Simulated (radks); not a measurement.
All-electron atom: Os2+ in [Xe] 4f14 5d6. Calculated with a radial shooting solver on a logarithmic mesh with Libxc functionals: Dirac Kohn-Sham, BLYP, spin-unpolarised, spherical densities, finite nucleus; open shells fill j = l - 1/2 first; Fermi nuclear charge, rms radius 5.4126 fm.

Normalised radial functions P(r) = r R(r) (large component), r in bohr:

```
   r/bohr * 5p1/2, o 4f5/2, + 5p3/2 (the largest magnitude, 1.37, reaches the edge; | marks zero, & curves that meet)
 0.000663                             &
0.0008843                             &
 0.001179                             &
 0.001573                             &
 0.002115                             &
 0.002821                             &
 0.003762                             &*
 0.005018                             &*
 0.006693                             o&
 0.008927                             o+*
  0.01191                             o +*
  0.01588                             o  +*
  0.02135                             o   +*
  0.02848                             o    &
  0.03798                             o    &
  0.05065                             |o  *+
  0.06756                             |&+
  0.09011                         * + |  o
   0.1202                     * +     |     o
   0.1603                      &      |          o
   0.2155                            +|*                o
   0.2874                             |      +  *             o
   0.3834                             |          &               o
   0.5113                             |*  +                    o
    0.682               *   +         |                   o
   0.9096       * +                   |            o
    1.213         +*                  |      o
    1.618                + *          |  o
    2.176                       + *   |o
    2.902                           +*o
     3.87                             &
    5.162                             &
```

5p1/2: eigenvalue -76.461 eV, 3 radial nodes at r = 0.0708, 0.210, 0.520 bohr, <r> = 1.10 bohr, 90 % of the charge inside 1.60 bohr. 4f5/2: eigenvalue -70.009 eV, 0 radial nodes, <r> = 0.553 bohr, 90 % of the charge inside 0.903 bohr. 5p3/2: eigenvalue -64.217 eV, 3 radial nodes at r = 0.0788, 0.227, 0.560 bohr, <r> = 1.20 bohr, 90 % of the charge inside 1.75 bohr.
